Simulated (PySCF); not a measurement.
Vertical excitations of a molecule C₄H₇Cl from TDA-PBE/def2-SVPD (PySCF), as energy in eV (oscillator strength): 5.73 (0.004), 6.02 (0.004), 6.51 (0.402), 6.51 (0.000), 6.68 (0.003), 6.96 (0.000), 7.32 (0.021), 7.45 (0.000), 7.59 (0.002), 7.60 (0.018). Lowest triplet (TDA): 4.09 eV. Coordinates come from a PBE0-D3(BJ)/def2-SVP optimisation. The values are those of a single conformer.

**Question.** Which molecule gave these data?
A) ClCC1CC1
B) C[C@@H]1C[C@H]1Cl
C) CC(C)=CCl
D) CC1(Cl)CC1

**Answer.** C, CC(C)=CCl
